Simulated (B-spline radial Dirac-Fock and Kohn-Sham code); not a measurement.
**f′ and f″ of Pd, 831.6 eV to 3.386 keV**

Calculated with a B-spline atomic structure program, using the dispersion relation over Dirac-Hartree-Slater subshell photoionisation cross sections, with the Kissel-Pratt high-energy constant (isolated atom, no bound-bound lines or fine structure). The forward scattering factor is f₀ + f′ + i f″.

Edges near this range: L1 3604.0 eV, L2 3330.0 eV, L3 3173.0 eV, M1 671.6 eV.

```csv
hν (eV),λ (Å),f′ (e),f″ (e),tabulated f′,tabulated f″
831.6,14.91,-10.492,20.212,–,19.65
1000,12.40,-7.782,16.382,-7.84,15.91
1198,10.35,?,?,?,?
1253.6,9.890,-6.133,12.354,-6.22,11.78
1385,8.952,-5.798,10.840,-5.89,10.25
1486.9,8.338,-5.669,9.856,-5.77,9.23
1757,7.057,-5.679,7.826,-5.78,7.27
2000,6.199,-5.978,6.504,-6.09,6.08
2984.4,4.154,-10.708,3.581,-10.88,3.47
3238,3.829,-14.117,10.808,-14.48,10.16
3275,3.786,-13.507,10.543,-13.85,10.17
3386,3.662,-11.546,13.821,-12.00,13.51
```

Question: What are f′ and f″ at 1198 eV?

Answer: f′ = -6.354 and f″ = 13.095 electrons (tables: -6.43 and 12.52). By the optical theorem f″ corresponds to a photoabsorption cross section 2 rₑ λ f″ = 764000 b.

Tabulated f′: xraylib 4.2 anomalous scattering factors (Cullen et al., EPDL97); f″: Chantler's tables (J. Phys. Chem. Ref. Data 1995 and 2000). Both are theoretical tables.
